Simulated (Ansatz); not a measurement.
Input for Ansatz (an electronic-structure program): U-PBE/def2-TZVPP on H2Si2 (SMILES [Si]=[SiH2]), 2S+1 = 3, a spin state set in the input, which need not be the lowest.

Ansatz 0.2 input:
```yaml
crystal:
  periodic: [false, false, false]
  atoms:
    - {symbol: Si, position_ang: [1.27641950, -0.06075049, 0.01153208]}
    - {symbol: Si, position_ang: [-1.00470051, 0.04781817, -0.00907718]}
    - {symbol: H, position_ang: [-1.95860104, -1.09818124, -0.01804749]}
    - {symbol: H, position_ang: [-1.84546488, 1.27923367, -0.01632115]}
basis:
  gaussian:
    orbitals: def2-TZVPP
hamiltonian:
  xc: {name: PBE}
magnetization: {spin_polarized: true, initial_magnetization: 2}
```

Output:

```
WARN ansatz: RAYON_NUM_THREADS=2 ignored (pool sized by the plan → 2); use --threads N
Functional definition: PBE
integrals: 0.03 GiB planned
694 factors; their error is unknown
mean field: 0.33 GiB planned
mean field evaluation 1: about -15775.7117 eV, gradient 1.1e1 eV
mean field evaluation 2: about -15775.3029 eV, gradient 1.2e1 eV
mean field evaluation 4: about -15776.7554 eV, gradient 1.0e0 eV
mean field evaluation 8: about -15776.7599 eV, gradient 2.0e-2 eV
mean field evaluation 16: about -15776.7271 eV, gradient 1.7e-5 eV
mean field evaluation 32: about -15774.9919 eV, gradient 5.5e0 eV
mean field evaluation 64: about -15773.3951 eV, gradient 1.1e0 eV
mean field -15776.72705668 eV, -579.7840254832 hartree, gradient 1.7e-5 eV, S^2 2.008777; 10 other end points of the search recorded, 0 dependent functions left out
reference -15776.72709105 eV, -579.7840267463 hartree; 16, 14 occupied and 96, 98 virtual orbitals, 694 factors
Total energy: -15776.72709105 eV, -579.7840267463 hartree
```

The calculation finished and met its thresholds.

Cost: roughly 9 core-seconds.
